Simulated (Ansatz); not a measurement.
One change: `BNCC=C` becomes `BNCOC`.

Ansatz, PBE0-D4/def2-TZVP geometries, multiplicity 1. Each molecule was computed in one conformer, which needn't be the lowest.

```csv
property,`BNCC=C`
HOMO energy (B3LYP/def2-TZVPP) / eV,-7.49
LUMO energy (PBE0/def2-TZVPP) / eV,-0.21
HOMO energy (ωB97M-V/def2-TZVPP) / eV,-9.99
HOMO energy (PBE0/def2-TZVPP) / eV,-7.72
size of the dipole moment (PBE/def2-TZVPP) / D,1.97
size of the dipole moment (B3LYP/def2-TZVPP) / D,1.86
```

Question: Give the same properties after the change, and the shifts. (Estimate.)

Answer: The calculation gave: 
```json
{"property": "HOMO energy (B3LYP/def2-TZVPP) / eV", "`BNCOC`": "-7.45", "shift": "0.04"}
{"property": "LUMO energy (PBE0/def2-TZVPP) / eV", "`BNCOC`": "0.08", "shift": "0.29"}
{"property": "HOMO energy (ωB97M-V/def2-TZVPP) / eV", "`BNCOC`": "-10.08", "shift": "-0.09"}
{"property": "HOMO energy (PBE0/def2-TZVPP) / eV", "`BNCOC`": "-7.67", "shift": "0.05"}
{"property": "size of the dipole moment (PBE/def2-TZVPP) / D", "`BNCOC`": "2.31", "shift": "0.34"}
{"property": "size of the dipole moment (B3LYP/def2-TZVPP) / D", "`BNCOC`": "2.27", "shift": "0.41"}
```

With PBE0 the HOMO rises by 0.05 eV and the LUMO rises by 0.29 eV, so the gap widens by about 0.24 eV. PBE moves the HOMO by 0.45 eV and ωB97M-V by -0.09 eV. Dipoles are sizes alone; their direction can turn.

B3LYP here is the variant with VWN-RPA as its local correlation; programs differ in this.
